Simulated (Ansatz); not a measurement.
Geometry optimisation, DFT PBE-D3(BJ), scalar-relativistic, plane waves, PAW (Ansatz).

input.yaml

```yaml
crystal:
  lattice:
    - [5.417502, 0.0, 0.0]
    - [0.0, 5.417502, 0.0]
    - [0.0, 0.0, 5.417502]
  atoms:
    - { symbol: O, position: [0.328208, 0.9667605, 0.4033261] }
    - { symbol: H, position: [0.4365183, 0.8340959, 0.3520148] }
    - { symbol: H, position: [0.4209751, 1.1150667, 0.3664011] }
    - { symbol: O, position: [0.859529, 0.845485, 0.9003421] }
    - { symbol: H, position: [0.955398, 0.9746784, 0.8223545] }
    - { symbol: H, position: [0.7932955, 0.75195, 0.7631262] }
    - { symbol: O, position: [0.9107828, 0.8273444, 0.3914154] }
    - { symbol: H, position: [1.0097064, 0.792513, 0.5362076] }
    - { symbol: H, position: [0.7439749, 0.7883657, 0.4425982] }
    - { symbol: O, position: [0.4775806, 0.238762, 0.8805752] }
    - { symbol: H, position: [0.3025109, 0.2409099, 0.9167671] }
    - { symbol: H, position: [0.5550699, 0.2398162, 1.0416906] }
    - { symbol: "N", position: [0.8587878, 0.3924401, 0.4034668] }
    - { symbol: H, position: [0.9250524, 0.3453879, 0.5726454] }
    - { symbol: H, position: [0.808344, 0.2320518, 0.3200563] }
    - { symbol: H, position: [1.004885, 0.4588683, 0.3061568] }
basis:
  ecutwfc: 420.0
kpoints:
  mp_grid: { grid: [1, 1, 1] }
hamiltonian:
  xc: pbe
  dispersion: d3bj
scf:
  occupations: { method: fermi_dirac, width: 0.05 }
  lower_state_search: "off"
relax:
  f_tol: 0.3
  max_steps: 15
  adjacent_minimum: "off"
output:
  write_density: true
  write_potential: true
  elf: true
  volumetric_format: npy
```

Launched with:

```bash
$ ansatz run input.yaml --threads 1 --pin off --max-ram 3072MiB --backend cpu --events-out ev --progress --plain --runs-dir out
```

Q: Where does it end, and by what steps?

A: The run converged. The threshold is loose, so the end isn't yet a minimum. Limits of this set-up: coarse k mesh. After 14 steps the energy has fallen by 3.943 eV; H5 moved furthest, 1.99 Å.

| step | energy less start (eV) | largest force component (eV/Å) | accepted |
| --- | --- | --- | --- |
| 0 | 0.0000 | 1.527 | yes |
| 1 | -0.6471 | 1.891 | yes |
| 2 | -1.2208 | 1.371 | yes |
| 3 | -1.7216 | 1.246 | yes |
| 4 | -2.2127 | 1.120 | yes |
| 5 | -2.6048 | 1.270 | yes |
| 6 | -2.8296 | 1.155 | yes |
| 7 | -3.0131 | 0.974 | yes |
| 8 | -3.1756 | 0.624 | yes |
| 9 | -3.3160 | 0.401 | yes |
| 10 | -3.4476 | 0.413 | yes |
| 11 | -3.5027 | 1.867 | yes |
| 12 | -3.6845 | 1.170 | yes |
| 13 | -3.8653 | 0.597 | yes |
| 14 | -3.9429 | 0.185 | yes |

```xyz
16
Lattice="5.4175 0.0000 0.0000 0.0000 5.4175 0.0000 0.0000 0.0000 5.4175" Properties=species:S:1:pos:R:3
O 2.572 5.681 2.614
H 2.652 4.922 2.007
H 3.234 6.317 2.185
O 3.618 4.456 4.879
H 3.239 4.966 4.121
H 3.057 3.635 4.909
O 5.540 3.896 2.949
H 6.242 4.565 3.045
H 4.952 4.047 3.730
O 2.165 2.177 5.102
H 2.093 1.579 4.333
H 2.734 1.703 5.746
N 4.602 1.573 1.405
H 5.101 2.080 2.150
H 5.083 0.676 1.266
H 4.824 2.143 0.586
```

Whether the end is a true minimum wasn't checked by a vibrational analysis.

Time of the run: 19 s on 1 thread of Intel(R) Xeon(R) Platinum 8259CL CPU @ 2.50GHz (Skylake/Cascade Lake), on a shared host, peak memory 0.39 GiB.
